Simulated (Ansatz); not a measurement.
`CO[SiH](F)S[SiH2]F` + `C[SiH](F)F` → `F[SiH2]C[SiH](F)F` + `CO[SiH](F)S`  (formal exchange of groups at the Si–S bond)

Isolated molecules relaxed with PBE0-D4/def2-TZVP in Ansatz; ΔE leaves out vibrations. CCSD(T)/CBS is the MP2 limit (def2-TZVPP, def2-QZVPP) plus CCSD(T) − MP2 in def2-TZVPP, frozen cores. Functionals use def2-TZVPP. B3LYP here is the variant with VWN-RPA as its local correlation; programs differ in this. One conformer a species, not always the lowest.

| level | ΔE (kJ/mol) | difference from CCSD(T)/CBS |
| --- | --- | --- |
| r2SCAN-D4 | 67.1 | 3.7 |
| B3LYP-D4 | 65.1 | 1.7 |
| ωB97X-V | 61.7 | -1.7 |
| MP2/def2-TZVPP | 64.6 | 1.2 |
| CCSD(T)/def2-TZVPP | 59.8 | -3.6 |
| HF/def2-QZVPP | 57.5 | -5.9 |
| MP2/def2-QZVPP | 66.7 | 3.3 |
| SCS-MP2/def2-QZVPP | 63.4 | 0.0 |
| MP2/CBS(def2) | 68.1 | 4.7 |
| CCSD/CBS(def2) | 61.5 | -1.9 |
| CCSD(T)/CBS | 63.4 | 0 |

Largest T1 diagnostic among the species: 0.012.

The D4 term adds +5.2 kJ/mol with B3LYP and +3.1 kJ/mol with PBE0; it sums over pairs of atoms, weighted by their polarisabilities, and B3LYP, whose exchange is more repulsive, gets the larger term.
